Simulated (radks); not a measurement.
Q: These are the eigenvalues of the occupied orbitals of an atom or ion with whole-number occupations (eV). Method: non-relativistic Kohn-Sham, PBE, spin-unpolarised, spherical densities, point nucleus; computed with a radial shooting solver on a logarithmic mesh with Libxc functionals.

| orbital | eigenvalue |
|---|---|
| 1s | -5963.759 |
| 2s | -1375.715 |

Which element is it, and in what charge state? The configuration may be excited.

A: Z = 22, titanium, charge +19: Ti19+ in [He] 2s1. The 1s level, -219.16 hartree, gives Z - s = 20.9 by -(Z - s)^2/2, which with screening narrows Z to a few neighbours, and the depths must fix Z and the occupations together.
